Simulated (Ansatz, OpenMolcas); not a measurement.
## Heat of formation of SeO2 (selenium dioxide) from total energies

SeO2 has 3 atoms, charge 0, and is taken as a singlet. SMILES: `O=[Se]=O`. The coordinates come from a PBE0-D4/def2-TZVP relaxation.

```tsv
atom	x (Å)	y (Å)	z (Å)
O	0.4500	-1.2914	0.0948
Se	-0.5159	-0.0677	-0.2613
O	0.0659	1.3591	0.1664
```

Total energies at B3LYP/6-31G* (spherical functions) (OpenMolcas 26.06); the atoms run unrestricted:

| species | state | energy (Eh) |
| --- | --- | --- |
| SeO2 | singlet | -2551.643529 |
| O | triplet | -75.059404 |
| Se | triplet | -2401.226806 |

Harmonic wavenumbers at PBE0-D4/def2-TZVP, in cm⁻¹: 383, 1012, 1052.

Measured heats of formation of the gaseous atoms at 298.15 K, in kJ/mol: O 249.2, Se 227.1. Spin-orbit lowering of the atoms at 298 K (mean of the ground term's levels less their thermal mean, from spectra), in kJ/mol: O 0.40, Se 11.30. Take 1 Eh = 2625.50 kJ/mol, 1 cm⁻¹ = 0.0119627 kJ/mol, RT = 2.479 kJ/mol.

**Question.** What heat of formation follows?

**Answer.** 
1. Electronic atomisation energy: 2 × (-75.059404) + (-2401.226806) − (-2551.643529) = 0.297915 Eh = 782.2 kJ/mol.
2. Zero-point energy: half the sum of the wavenumbers, 1223.5 cm⁻¹ = 14.6 kJ/mol.
3. Thermal vibrational enthalpy, Σ hcν̃/(exp(hcν̃/kT) − 1): 1.0 kJ/mol. Translation, rotation and pV of a non-linear molecule: 4 RT = 9.9 kJ/mol.
4. The 3 free atoms carry 5/2 RT each: 18.6 kJ/mol.
5. Spin-orbit coupling lowers the free atoms by 2 × 0.40 + 11.30 = 12.1 kJ/mol.
6. Atomisation enthalpy at 298 K: 782.2 − 12.1 − 14.6 − 1.0 − 9.9 + 18.6 = 763.2 kJ/mol.
7. Sum of the atoms' heats of formation: 725.5 kJ/mol. Heat of formation: 725.5 − 763.2 = -37.7 kJ/mol.

No measured value is set beside it here. Relativity is left out. Anharmonicity and any spin-orbit splitting of the molecule are left out.
